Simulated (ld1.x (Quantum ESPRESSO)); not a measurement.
## An all-electron radial function and its pseudo partner (aluminium)

Columns: radius, all-electron u(r) and pseudo u(r) of the 3p shell (level -9.06 eV) of aluminium in the configuration [Ne] 3s2 3p0; PBE, non-relativistic, RRKJ scheme, ld1.x (Quantum ESPRESSO) 7.5.

```csv
r (bohr),all-electron,pseudo
0.132,0.1270,-0.0038
0.265,0.2389,-0.0154
0.398,0.2540,-0.0351
0.530,0.2018,-0.0631
0.663,0.1140,-0.0999
0.795,0.0130,-0.1446
0.928,-0.0903,-0.1969
1.060,-0.1875,-0.2544
1.193,-0.2765,-0.3155
1.325,-0.3544,-0.3765
1.458,-0.4220,-0.4353
1.590,-0.4787,-0.4882
1.723,-0.5257,-0.5337
1.855,-0.5625,-0.5698
1.988,-0.5902,-0.5965
2.120,-0.6090,-0.6137
2.252,-0.6199,-0.6227
2.385,-0.6238,-0.6250
2.518,-0.6215,-0.6218
2.650,-0.6141,-0.6141
2.782,-0.6024,-0.6024
2.915,-0.5871,-0.5871
3.048,-0.5690,-0.5690
3.180,-0.5491,-0.5491
3.312,-0.5277,-0.5277
3.445,-0.5052,-0.5052
```

(1) How many radial nodes do the two functions have?

(2) At about which radius was the pseudo-wave matched?

(3) Is the pseudo-wave norm-conserving?

## Answers

(1) The all-electron 3p function has n − l − 1 = 1; the pseudo-wave has 0, since the states of the same l below it are removed with the core.

(2) 2.65 bohr, where the columns begin to agree (steps of 0.13 bohr).

(3) Yes: the RRKJ scheme keeps the norm inside the radius equal to the all-electron one, which fixes the energy derivative of the logarithmic derivative at the level.
